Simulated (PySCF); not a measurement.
Spinor energies of I⁺ (iodine, charge +1)

Start: [Kr] 4d10 5s2 5p4; 5p1/2 filled at m_j = -1/2, +1/2; 5p3/2 filled at m_j = +1/2, +3/2. Calculated with PySCF 2.14 in x2c-QZVPPall-2c: generalised Hartree-Fock with the X2C-1e Hamiltonian and a Gaussian nucleus; one run each with spin-orbit coupling (SO) switched off, then screened by Boettger's factors.

```tsv
spinor shell	electrons	ε, spin-free (eV)	ε, screened SO (eV)	weight of nominal j (screened SO)	rms radius, screened SO (bohr)
1s1/2	2	-33344.1	-33340.7	1.000	0.0311
2s1/2	2	-5259.7	-5258.6	1.000	0.127
2p1/2	2	-4714.6	-4922.5	1.000	0.109
2p3/2	4	-4714.6	-4620.8	1.000	0.115
3s1/2	2	-1112.0	-1111.5	1.000	0.334
3p1/2	2	-931.08	-971.21	1.000	0.327
3p3/2	4	-931.08	-912.63	1.000	0.338
3d3/2	4	-660.80	-667.76	1.000	0.311
3d5/2	6	-660.80	-655.60	1.000	0.314
4s1/2	2	-220.65	-220.40	1.000	0.787
4p1/2	2	-161.34	-169.19	1.000	0.826
4p3/2	4	-161.34	-157.51	1.000	0.855
4d3/2	4	-72.172	-73.151	0.995	0.986
4d5/2	6	-72.172	-71.194	0.997	0.996
5s1/2	2	-32.203	-32.126	0.999	2.09
5p3/2	2	-19.864	-20.215	0.762	2.48
5p1/2	2	-19.864	-19.661	0.711	2.47
```

| quantity | spin-free | screened SO |
| --- | --- | --- |
| E (hartree) | -7111.39437 | -7113.56446 |
| M_J | 2 | 2 |
| ⟨J²⟩ | 6.016 | 6.031 |
| ⟨L²⟩ | 2.011 | 2.371 |
| ⟨S²⟩ | 2.004 | 1.863 |

Each row is a mean over spinors that exchange with the open shell spreads, by up to 4.643 eV (5s1/2).

Rows whose weight is well below 1 are mixtures of j = l ± 1/2: exchange outweighs spin-orbit coupling there, and the label is only the starting occupation.

Breit and QED terms are absent; they matter most for the inner s and p1/2 levels.

Densities and radii are taken from the X2C orbitals without a picture-change correction, which distorts them close to the nucleus.

Without spin-orbit coupling the j labels of p, d and f shells carry no meaning; the spin-free column gives the mean over the occupied spinors of each nl shell.
